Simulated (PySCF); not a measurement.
**Pb⁷⁸⁺: ionisation energy**

Pb⁷⁸⁺ [He] 2s2 (1S) → Pb⁷⁹⁺ [He] 2s1 (2S), as a difference of total energies. All numbers are calculated (PySCF 2.14, the non-relativistic Hamiltonian (point nucleus), in an uncontracted even-tempered set (17 s from 63 bohr⁻², ratio 2.2; 8 p from 96 bohr⁻², ratio 2.4; 5 d from 290 bohr⁻², ratio 2.4; 5 f from 430 bohr⁻², ratio 2.4; 4 g from 650 bohr⁻², ratio 2.4)). Correlated levels: nothing frozen; virtual orbitals above 40 to 60 times the deepest correlated orbital energy dropped. The calculations carry no spin-orbit coupling.

| method | ionisation energy (eV) |
| --- | --- |
| UHF | 21660.2 |
| LDA | 21651.9 |
| PBE | 21668.0 |
| PBE0 | 21666.4 |
| r2SCAN | 21656.6 |
| M06-2X | 21670.2 |
| SCS-MP2 (all electrons) | 21676.9 |

Task: Estimate what MP2 (all electrons) gives.

Result: 21674.2 eV, closest to SCS-MP2 (all electrons) among the rows shown.

Task: Estimate what PW91 gives.

Result: 21669.2 eV, closest to M06-2X among the rows shown.

The gap to the reference is mostly relativistic.

For comparison: 24550 ± 120 eV (theoretical estimate listed by NIST; NIST Atomic Spectra Database, ionization energies).
